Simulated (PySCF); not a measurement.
Species: C₄H₁₁NSi₂.
SMILES: `C=N/C(=C\[SiH3])C[SiH3]`

Method used: TDDFT wB97X-D/def2-SVPD, vertical, gas phase, core orbitals frozen in the response (PySCF 2.14.0, density-fitted response routines). One conformer (not necessarily the lowest) at the GFN2-xTB geometry, without solvent, vibrations or thermal averaging. Torsions of this conformer, `[CH2:1]=[N:2]/[C:3](=[CH:4]\[SiH3:5])[CH2:6][SiH3:7]`: C1–N2–C3–C4 -53°, N2–C3–C6–Si7 65°.

Broadening: Gaussians 0.5 eV wide at half height, area fixed by f = 4.319×10⁻⁹ ∫ε dν̃. The cross-section is σ = 3.8235×10⁻²¹ ε cm², given in Mb (10⁻¹⁸ cm²). The width is an assumption, not a result. The curve ends short of the highest state used, and states not computed would add to its high-energy end.

| E (eV) | σ (Mb) |
| --- | --- |
| 3.60 | 0.02 |
| 3.71 | 0.10 |
| 3.82 | 0.41 |
| 3.93 | 1.30 |
| 4.04 | 3.14 |
| 4.15 | 5.78 |
| 4.26 | 8.13 |
| 4.38 | 8.69 |
| 4.49 | 6.97 |
| 4.60 | 4.28 |
| 4.71 | 2.01 |
| 4.82 | 0.72 |
| 4.93 | 0.22 |
| 5.05 | 0.16 |
| 5.16 | 0.55 |
| 5.27 | 1.86 |
| 5.38 | 4.86 |
| 5.49 | 9.83 |
| 5.60 | 15.85 |
| 5.71 | 21.53 |
| 5.83 | 27.62 |
| 5.94 | 34.36 |
| 6.05 | 40.51 |
| 6.16 | 41.50 |
| 6.27 | 35.70 |
| 6.38 | 27.76 |
| 6.50 | 23.58 |
| 6.61 | 24.31 |
| 6.72 | 24.74 |
| 6.83 | 21.58 |

Problem. Locate the maxima and give the states behind the curve.

Solution. 285 nm (4.35 eV), ε about 2300, made up of S1 (100%); 203 nm (6.12 eV), ε about 11000, made up of S3 (93%); 185 nm (6.69 eV), ε about 6500, made up of S4 (50%) and S5 (44%) (ε in L mol⁻¹ cm⁻¹; maxima over ε = 5, shares over 10%). The states used: S1 4.34 eV (f 0.043); S2 5.71 eV (f 0.080); S3 6.14 eV (f 0.189); S4 6.69 eV (f 0.060); S5 6.75 eV (f 0.055); S6 7.32 eV (f 0.058); S7 7.36 eV (f 0.0037); S8 7.43 eV (f 0.010).

Problem. What would ε be at 6.12 eV, the highest of these maxima, with half the width (0.25 eV)?

Solution. About 20000 L mol⁻¹ cm⁻¹ against 11000, a factor of about 1.8; a lone state at its own centre would give exactly 2.

Problem. On this curve, what absorbance would a 10⁻⁴ mol/L sample give at 222 nm over a 1 cm path?

Solution. 222 nm is 5.585 eV, where ε is about 3900 L mol⁻¹ cm⁻¹, so A = ε c l ≈ 0.39 (Beer–Lambert, with the gas-phase spectrum and the assumed width).

Problem. Coming from long wavelengths, where does ε first pass 100 L mol⁻¹ cm⁻¹?

Solution. At about 325 nm (3.82 eV), 0.53 eV below S1.

On one thread of an Arm Neoverse N1, shared host with 64 logical CPUs at a one-minute load of 58, this took 1.7 min of wall time and 1.0 GiB of memory at its peak.
